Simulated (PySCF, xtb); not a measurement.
B(H)(Br)(vinyl) (C2H4BBr), SMILES C=CBBr. One conformer was computed; it need not be the lowest.

Harmonic wavenumbers (cm⁻¹) from xtb 6.7.1 with GFN2-xTB at its own minimum, in rising order: 114, 180, 431, 465, 691, 720, 937, 941, 1007, 1036, 1152, 1302, 1413, 1631, 2634, 3031, 3078, 3104.

Task: What does PBE-D3(BJ)/def2-SVP (PySCF) give at its own minimum? (An estimate is asked for; the answer gives what the named calculation found.)

Result: 117, 179, 440, 455, 660, 804, 910, 968, 985, 1010, 1139, 1257, 1378, 1619, 2586, 3054, 3070, 3154. Paired by order, the mean absolute difference is 26 cm⁻¹ and the zero-point energies are 34.1 and 34.0 kcal/mol.
